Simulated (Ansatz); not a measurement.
Input (CCSDTQ/def2-SVP; Ansatz, a first-principles code):

Ansatz 0.2 input:
```yaml
crystal:
  periodic: [false, false, false]
  atoms:
    - {symbol: Sb, position_ang: [0.28375404, 0.11655380, 0.10060683]}
    - {symbol: F, position_ang: [-0.91931721, 0.71699329, -1.17294688]}
    - {symbol: F, position_ang: [-0.68862232, -1.37746481, 0.60284152]}
basis:
  gaussian:
    orbitals: def2-SVP
total_charge: 1
magnetization: {spin_polarized: false}
correlation: {method: ccsdtq, electrons: outside_noble_gas}
```

Output:

```
Functional definition: HF
integrals: 0.04 GiB planned
1070 factors; integrals over basis functions are off by at most 8.9e-8 eV
mean field: 0.20 GiB planned
mean field evaluation 1: about -11900.7584 eV, gradient 7.1e1 eV
mean field evaluation 2: about -11900.8509 eV, gradient 7.1e1 eV
mean field evaluation 4: about -11909.8450 eV, gradient 2.6e0 eV
mean field evaluation 8: about -11909.9360 eV, gradient 2.5e-1 eV
mean field evaluation 16: about -11900.7596 eV, gradient 7.1e1 eV
mean field -11909.93653238 eV, -437.6820947199 hartree, gradient 2.3e-6 eV, S^2 0.000000; 0 other end points of the search recorded, 0 dependent functions left out
11 core orbitals not correlated
reference -11909.93653238 eV, -437.6820947199 hartree; 9, 9 occupied and 34, 34 virtual orbitals, 1070 factors
second order -12.50879297 eV of doubles, -0.00000000 eV of singles
coupled cluster: 15.56 GiB planned
cycle   1  -12.14949759 eV  change    3.6e-1 eV  update   1.4e-1
cycle   2  -12.70169409 eV  change   -5.5e-1 eV  update   1.1e-1
cycle   3  -12.98446852 eV  change   -2.8e-1 eV  update   4.0e-2
cycle   4  -13.02380904 eV  change   -3.9e-2 eV  update   2.8e-2
cycle   5  -12.99593609 eV  change    2.8e-2 eV  update   1.0e-2
cycle   6  -13.00031095 eV  change   -4.4e-3 eV  update   1.2e-2
cycle   7  -13.00920781 eV  change   -8.9e-3 eV  update   5.6e-3
cycle   8  -13.00817325 eV  change    1.0e-3 eV  update   4.1e-3
cycle   9  -13.00674399 eV  change    1.4e-3 eV  update   1.6e-3
cycle  10  -13.00679337 eV  change   -4.9e-5 eV  update   6.1e-4
cycle  11  -13.00689109 eV  change   -9.8e-5 eV  update   3.7e-4
cycle  12  -13.00687641 eV  change    1.5e-5 eV  update   2.7e-4
cycle  13  -13.00686044 eV  change    1.6e-5 eV  update   1.3e-4
cycle  14  -13.00687143 eV  change   -1.1e-5 eV  update   3.7e-5
cycle  15  -13.00687414 eV  change   -2.7e-6 eV  update   1.4e-5
cycle  16  -13.00687118 eV  change    3.0e-6 eV  update   1.3e-5
cycle  17  -13.00686733 eV  change    3.8e-6 eV  update   4.6e-6
cycle  18  -13.00686724 eV  change    8.9e-8 eV  update   3.0e-6
cycle  19  -13.00686698 eV  change    2.6e-7 eV  update   9.8e-7
Total energy: -11922.94339936 eV, -438.1600882650 hartree
```
